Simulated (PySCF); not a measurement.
Species: Nb(CH2)Br3, CH2Br3Nb (singlet state).
Z-matrix (Å and degrees, PBE0-D3(BJ)/def2-SVP geometry), rows numbered from 1:
```
Nb
C   1  1.8766
H   2  1.1020  1  118.29
H   2  1.0993  1  125.00  3   175.61
Br  1  2.4131  2  107.01  3   160.81
Br  1  2.4179  2  106.09  3    34.52
Br  1  2.4456  2  103.18  3   -80.72
```

Computed, not measured: TDDFT CAM-B3LYP/def2-SVPD, vertical, gas phase, core orbitals frozen in the response, def2 core potentials past Kr in PySCF 2.14.0, density-fitted response routines. Spin–orbit coupling is left out.

Frontier orbitals with the atoms that hold most of them (Löwdin shares over 4%, at most four atoms; ? is withheld):

| orbital | ε (eV) | atoms |
| --- | --- | --- |
| HOMO-3 | -10.54 | Br5 48%, Br6 25%, Br7 14%, Nb1 8% |
| HOMO-2 | -10.40 | Br7 44%, Br6 32%, Nb1 11%, C2 8% |
| HOMO-1 | -9.92 | ? |
| HOMO | ? | C2 34%, Br7 26%, Nb1 23%, Br6 7% |
| LUMO | -2.32 | ? |
| LUMO+1 | -1.90 | Nb1 63%, Br5 14%, Br6 12%, Br7 6% |
| LUMO+2 | -1.61 | Nb1 62%, Br5 11%, Br6 10%, Br7 8% |

(1) Give the leading atoms of the LUMO.

(2) Which atoms hold the HOMO-1, and with what shares?

(3) What is the HOMO energy, and the HOMO–LUMO gap?

## Answers

(1) Nb1 (bonded to 3 Br and C) 70%; Br5 (bonded to Nb) 8%; Br6 (bonded to Nb) 8%; Br7 (bonded to Nb) 8%. By element: niobium 70%, bromine 24%.

(2) Br7 (bonded to Nb) 58%; Br6 (bonded to Nb) 24%; Br5 (bonded to Nb) 17%.

(3) ε(HOMO) = -8.44 eV; the gap is 6.12 eV (0.2249 hartree).

Task: How does S1 compare with the orbital gap of 6.12 eV?

Result: S1 is at 2.10 eV (f = 0.0029), 4.03 eV below the gap, made of HOMO→LUMO (94%). Without the coupling terms of the response equations the lowest excitation would equal the gap.

Task: Give energy, strength and leading configuration of S1, S2, S4 and S5, and follow the Löwdin shares of the leading atoms from the occupied to the empty orbital.

Result: 
- S1 (2.10 eV, f 0.0029), HOMO→LUMO (94%): C2 34% → at most 7%, Br7 26% → 8%, Nb1 23% → 70%, Br5 at most 7% → 8%; the Löwdin share of niobium is 23% in HOMO and 70% in LUMO
- S2 (2.79 eV, f 0.0051), HOMO→LUMO+1 (95%): C2 34% → at most 5%, Br7 26% → 6%, Nb1 23% → 63%, Br5 at most 7% → 14%; the Löwdin share of niobium is 23% in HOMO and 63% in LUMO+1
- S4 (4.39 eV, f 0.012), HOMO-1→LUMO (76%): Br7 58% → 8%, Br6 24% → 8%, Nb1 at most 3% → 70%, Br5 17% → 8%; the Löwdin share of niobium is at most 3% in HOMO-1 and 70% in LUMO
- S5 (4.44 eV, f 0.0002), HOMO-2→LUMO (72%): Br7 44% → 8%, Br6 32% → 8%, Nb1 11% → 70%, Br5 at most 6% → 8%; the Löwdin share of niobium is 11% in HOMO-2 and 70% in LUMO

The run took 4.9 min of wall time (with the writing of density and orbital grids) on an Intel Xeon at 2.50 GHz with one thread, on a shared host, and the process peaked at 1.1 GiB of memory.
